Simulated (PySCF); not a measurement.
## Dipole response of Yb⁴⁹⁺ (ytterbium, charge +49)

[Ar] 3d3, high-spin 4F determinant. Computed with PySCF 2.14 in an uncontracted even-tempered set (16 s from 11 bohr⁻², ratio 2.5; 10 p from 14 bohr⁻², ratio 2.5; 7 d from 14 bohr⁻², ratio 2.5; 4 f from 52 bohr⁻², ratio 2.7; 3 g from 78 bohr⁻², ratio 2.7), with no relativity, point nucleus. Coupled (time-dependent) response in atomic units; α is the mean over directions.

```
method  mean α (bohr³)  C₆ (like pair)      S(−4)
   UHF        0.005442       0.0003911  3.577e-05
  PBE0        0.005425       0.0003889  3.575e-05
```

S(−4) is the Cauchy moment in α(ω) = α(0) + S(−4) ω² + …

Spin-orbit coupling is absent.

α(iu) at UHF:

```json
{"u (hartree)": "0", "α(iu) (bohr³)": "0.005442"}
{"u (hartree)": "2.00", "α(iu) (bohr³)": "0.005303"}
{"u (hartree)": "4.00", "α(iu) (bohr³)": "0.004936"}
{"u (hartree)": "8.00", "α(iu) (bohr³)": "0.003938"}
{"u (hartree)": "12.0", "α(iu) (bohr³)": "0.003069"}
{"u (hartree)": "16.0", "α(iu) (bohr³)": "0.002462"}
{"u (hartree)": "20.0", "α(iu) (bohr³)": "0.002057"}
{"u (hartree)": "30.0", "α(iu) (bohr³)": "0.001507"}
{"u (hartree)": "40.0", "α(iu) (bohr³)": "0.001234"}
{"u (hartree)": "60.0", "α(iu) (bohr³)": "0.0009363"}
{"u (hartree)": "100", "α(iu) (bohr³)": "0.0006113"}
```

A single London oscillator, α(iu) = α/(1 + u²/ω²), gives C₆ = (3/4) ω α². Matching the computed C₆ needs ω = 4 × 0.0003911 / (3 × 0.005442²) = 17.6 hartree.

For an ion, C₆ is the dispersion term alone; charge-induced terms of lower order in 1/R come first.

A non-relativistic calculation at this Z misses sizeable relativistic shifts. Spin-orbit coupling is strong in this species (close to jj coupling), so the high-spin LS determinant is a model state, not a physical level.
